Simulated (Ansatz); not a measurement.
`C#[C][Al]([OH])[OH]` + CH₃OH → `C[O][Al]([OH])[OH]` + `C#C`  (ligand exchange at the Al–C bond)

Computed with Ansatz on PBE0-D4/def2-TZVP structures; ΔE is electronic, products minus reactants. CCSD(T)/CBS is the MP2 limit (def2-TZVPP, def2-QZVPP) plus CCSD(T) − MP2 in def2-TZVPP, frozen cores. This one scheme is used for every species. Functionals use def2-TZVPP. Each species was taken in one conformer, which may not be the lowest.

```tsv
level	ΔE (kJ/mol)
r2SCANh-D4	-65.8
PBE-QIDH	-64.1
revPBE	-55.1
r2SCAN	-65.1
BHLYP	-70.8
MP2/def2-SVP	-71.8
HF/def2-TZVPP	-70.5
HF/def2-QZVPP	-71.7
```

Task: What does CCSD(T)/CBS give? (Best estimate.)

Result: Computed: -66.2 kJ/mol. The listed levels differ from it by 0.4, 2.1, 11.1, 1.1, -4.6, -5.6, -4.3, -5.5 kJ/mol.

Task: What do rigid-rotor, harmonic-oscillator terms from PBE0-D4/def2-TZVP frequencies (298.15 K, 1 bar) make of the CCSD(T)/CBS value? (An estimate is asked.)

Result: Computed: ΔZPE = -2.7 kJ/mol, ΔH = -68.1 kJ/mol, ΔS = -16 J/(mol·K), ΔG = -63.2 kJ/mol.

Largest T1 diagnostic among the species: 0.013.

At CCSD(T), def2-SVP lies −4.1 kJ/mol from the extrapolated value and def2-TZVPP +0.5 kJ/mol. Leaving LDA and LC-ωPBE aside and taking each functional with its dispersion term where it has one, the values, not all of them listed here, spread over 14.8 kJ/mol, from CAM-B3LYP-D4 to revPBE-D4. LDA lies −7.4 kJ/mol from PBE without D4.
